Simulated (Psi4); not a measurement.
boron atom (B), doublet; CCSD(T)/STO-3G (Psi4).

The Psi4 input:
```
memory 2 GB

molecule {
0 2
  B     0.00000000    0.00000000    0.00000000
}

set basis sto-3g
set reference uhf

energy('ccsd(t)')
print_variables()
```

What does Psi4 print? Leave out banner, timings and long lists.


```
   => Loading Basis Set <=

    Name: STO-3G
    Role: ORBITAL
    Keyword: BASIS

         ---------------------------------------------------------
                                   SCF
               by Justin Turney, Rob Parrish, Andy Simmonett
                          and Daniel G. A. Smith
                              UHF Reference
         ---------------------------------------------------------

  ==> Geometry <==

    Molecular point group: d2h
    Geometry (in Angstrom), charge = 0, multiplicity = 2:

       Center              X                  Y                   Z               Mass
    ------------   -----------------  -----------------  -----------------  -----------------
         B            0.000000000000     0.000000000000     0.000000000000    11.009305360000

  Running in d2h symmetry.

  Rotational constants: A = ************  B = ************  C = ************ [cm^-1]
  Rotational constants: A = ************  B = ************  C = ************ [MHz]
  Nuclear repulsion =    0.000000000000000

  Charge       = 0
  Multiplicity = 2
  Electrons    = 5
  Nalpha       = 3
  Nbeta        = 2

  ==> Algorithm <==

  SCF Algorithm Type is PK.
  DIIS enabled.
  MOM disabled.
  Fractional occupation disabled.
  Guess Type is CORE.
  Energy threshold   = 1.00e-08
  Density threshold  = 1.00e-08
  Integral threshold = 1.00e-12

  ==> Primary Basis <==

  Basis Set: STO-3G
    Blend: STO-3G
    Number of shells: 3
    Number of basis functions: 5
    Number of Cartesian functions: 5
    Spherical Harmonics?: true
    Max angular momentum: 1

  ==> Integral Setup <==

  Using in-core PK algorithm.
   Calculation information:
      Number of atoms:                   1
      Number of AO shells:               3
      Number of primitives:              9
      Number of atomic orbitals:         5
      Number of basis functions:         5

      Integral cutoff                 1.00e-12
      Number of threads:                 1

  Performing in-core PK
  Using 240 doubles for integral storage.
  We computed 21 shell quartets total.
  Whereas there are 21 unique shell quartets.

  ==> DiskJK: Disk-Based J/K Matrices <==

    J tasked:                  Yes
    K tasked:                  Yes
    wK tasked:                  No
    Schwarz Cutoff:          1E-12

  Minimum eigenvalue in the overlap matrix is 7.3067221069E-01.
  Reciprocal condition number of the overlap matrix is 5.7563713395E-01.
    Using symmetric orthogonalization.

  ==> Pre-Iterations <==

  SCF Guess: Core (One-Electron) Hamiltonian.

   -------------------------------------------------------
    Irrep   Nso     Nmo     Nalpha   Nbeta   Ndocc  Nsocc
   -------------------------------------------------------
     Ag         2       2       2       2       2       0
     B1g        0       0       0       0       0       0
     B2g        0       0       0       0       0       0
     B3g        0       0       0       0       0       0
     Au         0       0       0       0       0       0
     B1u        1       1       0       0       0       0
     B2u        1       1       1       0       0       1
     B3u        1       1       0       0       0       0
   -------------------------------------------------------
    Total       5       5       3       2       2       1
   -------------------------------------------------------

  ==> Iterations <==

                        Total Energy        Delta E     RMS |[F,P]|

   @UHF iter   1:   -24.14898859885361   -2.41490e+01   0.00000e+00 DIIS
   @UHF iter   2:   -24.14898859885362   -1.06581e-14   3.89725e-16 DIIS
  Energy and wave function converged.

  ==> Post-Iterations <==

   @Spin Contamination Metric:   4.440892099E-16
   @S^2 Expected:                7.500000000E-01
   @S^2 Observed:                7.500000000E-01
   @S   Expected:                5.000000000E-01
   @S   Observed:                5.000000000E-01

    Orbital Energies [Eh]
    ---------------------

    Alpha Occupied:

[...]
    Alpha Virtual:

[...]
    Beta Occupied:

[...]
    Beta Virtual:

[...]
    Final Occupation by Irrep:
             Ag   B1g   B2g   B3g    Au   B1u   B2u   B3u
    DOCC [     2,    0,    0,    0,    0,    0,    0,    0 ]
    SOCC [     0,    0,    0,    0,    0,    0,    1,    0 ]
    NA   [     2,    0,    0,    0,    0,    0,    1,    0 ]
    NB   [     2,    0,    0,    0,    0,    0,    0,    0 ]

  @UHF Final Energy:   -24.14898859885362

   => Energetics <=

    Nuclear Repulsion Energy =              0.0000000000000000
    One-Electron Energy =                 -32.8434223588099030
    Two-Electron Energy =                   8.6944337599562846
    Total Energy =                        -24.1489885988536201

  UHF NO Occupations:
  HONO-2 :    1 Ag 2.0000000
  HONO-1 :    2 Ag 2.0000000
  HONO-0 :    1B2u 1.0000000
  LUNO+0 :    1B3u 0.0000000
  LUNO+1 :    1B1u 0.0000000

Computation Completed

Properties will be evaluated at   0.000000,   0.000000,   0.000000 [a0]

Properties computed using the SCF density matrix

 Multipole Moments:

 ------------------------------------------------------------------------------------
     Multipole            Electronic (a.u.)      Nuclear  (a.u.)        Total (a.u.)
 ------------------------------------------------------------------------------------

 L = 1.  Multiply by 2.5417464519 to convert [e a0] to [Debye]
 Dipole X            :          0.0000000            0.0000000            0.0000000
 Dipole Y            :          0.0000000            0.0000000            0.0000000
 Dipole Z            :          0.0000000            0.0000000            0.0000000
 Magnitude           :                                                    0.0000000

 ------------------------------------------------------------------------------------

 MINTS: Wrapper to libmints.
   by Justin Turney

   Calculation information:
      Number of threads:                 1
      Number of atoms:                   1
[...]

	Size of irrep 0 of tIjAb amplitudes:       0.000 (MW) /      0.000 (MB)
	Size of irrep 1 of tIjAb amplitudes:       0.000 (MW) /      0.000 (MB)
	Size of irrep 2 of tIjAb amplitudes:       0.000 (MW) /      0.000 (MB)
	Size of irrep 3 of tIjAb amplitudes:       0.000 (MW) /      0.000 (MB)
	Size of irrep 4 of tIjAb amplitudes:       0.000 (MW) /      0.000 (MB)
	Size of irrep 5 of tIjAb amplitudes:       0.000 (MW) /      0.000 (MB)
	Size of irrep 6 of tIjAb amplitudes:       0.000 (MW) /      0.000 (MB)
	Size of irrep 7 of tIjAb amplitudes:       0.000 (MW) /      0.000 (MB)
	Total:                                     0.000 (MW) /      0.000 (MB)

	Nuclear Rep. energy          =      0.00000000000000
	SCF energy                   =    -24.14898859885362
	One-electron energy          =    -32.84342235880991
	Two-electron (AA) energy     =      1.82605642120483
	Two-electron (BB) energy     =      0.68462867224563
	Two-electron (AB) energy     =      6.18374866650582
	Two-electron energy          =      8.69443375995629
	Reference energy             =    -24.14898859885362

            **************************
            *                        *
            *        CCENERGY        *
            *                        *
            **************************

    Nuclear Rep. energy (wfn)     =    0.000000000000000
    SCF energy          (wfn)     =  -24.148988598853620
    Reference energy    (file100) =  -24.148988598853624

    Input parameters:
    -----------------
    Wave function   =     CCSD_T
    Reference wfn   =     UHF
    Brueckner       =     No
    Maxiter         =     50
    R_Convergence   =     1.0e-07
    E_Convergence   =     1.0e-06
    Restart         =     Yes
    DIIS            =     Yes
    AO Basis        =     NONE
    ABCD            =     NEW
    Cache Level     =     2
    Cache Type      =     LRU
    Print Level     =     1
    Num. of threads =     1
    # Amps to Print =     10
    Print MP2 Amps? =     No
    Analyze T2 Amps =     No
    Print Pair Ener =     No
    Local CC        =     No
    SCS-MP2         =     False
    SCSN-MP2        =     False
    SCS-CCSD        =     False

MP2 correlation energy -0.0190946458923861
                Solving CC Amplitude Equations
                ------------------------------
  Iter             Energy              RMS        T1Diag      D1Diag    New D1Diag    D2Diag
  ----     ---------------------    ---------   ----------  ----------  ----------   --------
     0        -0.019094645892386    0.000e+00    0.000000    0.000000    0.000000    0.000000
     1        -0.029288060909598    6.402e-02    0.000000    0.000000    0.000000    0.000000
     2        -0.040620961735884    3.380e-02    0.000000    0.000000    0.000000    0.000000
     3        -0.040209090120141    1.086e-03    0.000000    0.000000    0.000000    0.000000
     4        -0.040265590787744    1.886e-04    0.000000    0.000000    0.000000    0.000000
     5        -0.040270041681033    1.216e-05    0.000000    0.000000    0.000000    0.000000
     6        -0.040269478584676    1.736e-06    0.000000    0.000000    0.000000    0.000000
     7        -0.040269482176336    2.258e-08    0.000000    0.000000    0.000000    0.000000

    Iterations converged.

    Largest TIjAb Amplitudes:
      1   1   0   0        -0.1772045373
      1   1   1   2        -0.1772045373
      0   1   0   0         0.0030898611
      0   1   1   2         0.0030898611
      1   0   0   0         0.0030162867
      1   0   1   2         0.0030162867
      0   0   0   0        -0.0008062831
      0   0   1   2        -0.0008062831

    SCF energy       (wfn)                    =  -24.148988598853620
    Reference energy (file100)                =  -24.148988598853624

    Opposite-spin MP2 correlation energy      =   -0.019094645892386
    Same-spin MP2 correlation energy          =    0.000000000000000
    Singles MP2 correlation energy            =    0.000000000000000
    MP2 correlation energy                    =   -0.019094645892386
      * MP2 total energy                      =  -24.168083244746011

    Opposite-spin CCSD correlation energy     =   -0.040269482176336
    Same-spin CCSD correlation energy         =    0.000000000000000
    Singles CCSD correlation energy           =    0.000000000000000
    CCSD correlation energy                   =   -0.040269482176336
      * CCSD total energy                     =  -24.189258081029958

            **************************
            *                        *
            *        CCTRIPLES       *
            *                        *
            **************************

    Wave function   =    CCSD_T
    Reference wfn   =      UHF

    Nuclear Rep. energy (wfn)                =    0.000000000000000
    SCF energy          (wfn)                =  -24.148988598853620
    Reference energy    (file100)            =  -24.148988598853624
    CCSD energy         (file100)            =   -0.040269482176336
    Total CCSD energy   (file100)            =  -24.189258081029958

    Number of ijk index combinations:
    Spin Case AAA:                                   1
    Spin Case BBB:                                   0
    Spin Case AAB:                                   6
    Spin Case ABB:                                   3
    AAA (T) energy                             =    0.000000000000000
    BBB (T) energy                             =    0.000000000000000
    AAB (T) energy                             =    0.000000000000000
    ABB (T) energy                             =   -0.000004803560839
    (T) energy                                   =   -0.000004803560839
      * CCSD(T) total energy                     =  -24.189262884590800

  Variable Map:
  ----------------------------------------------------------------------------
[...]
  Array Variable Map:
  ----------------------------------------------------------------------------
[...]
[...]
```
